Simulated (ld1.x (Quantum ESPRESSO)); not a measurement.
## Configuration tests for boron (RRKJ)

ld1.x (Quantum ESPRESSO) 7.5 input, shortened:

```
&input
   title='B', zed=5., rel=1, dft='WC', iswitch=3,
   config='[He] 2s1.75 2p1.25'
 /
 &inputp
   pseudotype=2, tm=.false., rho0=0.01, lloc=0,
   nlcc=.false.
 /
2
2P  2  1   1.25   0.00  3.85  3.85  0.0
2S  1  0   1.75   0.00  1.70  1.70  0.0
 &test
   configts(1)='2s1.75 2p1.25'
 /
```

Energies are relative to the spin-unpolarised reference configuration 2s1.75 2p1.25; without spin polarisation the order of configurations can differ from experiment.

```tsv
valence configuration	charge	ΔE all-electron (eV)	error AE − PS (meV)
2s2 2p1	0	-1.457	-3.7
2s2 2p0	+1	6.689	+297
2s1 2p0	+2	31.994	+875
2s0 2p3	0	10.232	-150
2s1 2p2	0	4.380	-32
```

**Question.** What are ΔE and the potential's error for 2s1 2p1?

**Answer.** ΔE = 12.836 eV all-electron; the error (AE − PS) is -41 meV.

**Question.** What are ΔE and the potential's error for 2s2 2p1.3?

**Answer.** ΔE = -2.179 eV all-electron; the error (AE − PS) is -6.4 meV.

Levels in the configuration 2s0 2p3:

```tsv
level	all-electron (eV)	pseudo (eV)
2p	-4.408	-4.632
```
